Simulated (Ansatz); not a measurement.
C$_{2}$H$_{8}$SeSi, SMILES `C[SiH2][Se]C`, relaxed with RKS PBE0-D4/def2-TZVP in the Gaussian-basis code of Ansatz from a PBE-D4/def2-SVP geometry. The force threshold is 0.005 eV/Å; the program also tests the step.

The species carries charge 0 and has multiplicity 1.

Start:

```xyz
12

C    -1.670    0.707   -0.099
Si   -0.599   -0.570   -0.988
Se    0.802   -1.706    0.436
C     1.928   -0.157    0.940
H    -1.044    1.473    0.401
H    -2.335    1.228   -0.819
H    -2.296    0.215    0.672
H     0.214    0.111   -2.061
H    -1.449   -1.641   -1.617
H     1.340    0.597    1.495
H     2.387    0.295    0.041
H     2.723   -0.552    1.599
```

Task: By how much does the energy fall, and how many steps does the optimiser take? (An estimate is asked.)

Result: The calculation gave: 4.68 kJ/mol, in 5 steps.

Task: Which bonds change most? (Estimate.)

Result: Ansatz gave: Si2–Se3 from 2.298 to 2.273 Å; Se3–C4 from 1.980 to 1.958 Å; C1–Si2 from 1.889 to 1.868 Å; Si2–H9 from 1.506 to 1.486 Å.

Task: Give the relaxed structure. (Estimate.)

Result: Ansatz gave: 
```xyz
12

C    -1.648    0.701   -0.100
Si   -0.596   -0.569   -0.977
Se    0.798   -1.687    0.427
C     1.905   -0.154    0.935
H    -1.027    1.459    0.383
H    -2.304    1.209   -0.813
H    -2.266    0.227    0.665
H     0.214    0.103   -2.032
H    -1.437   -1.624   -1.598
H     1.323    0.568    1.503
H     2.332    0.311    0.048
H     2.706   -0.544    1.560
```
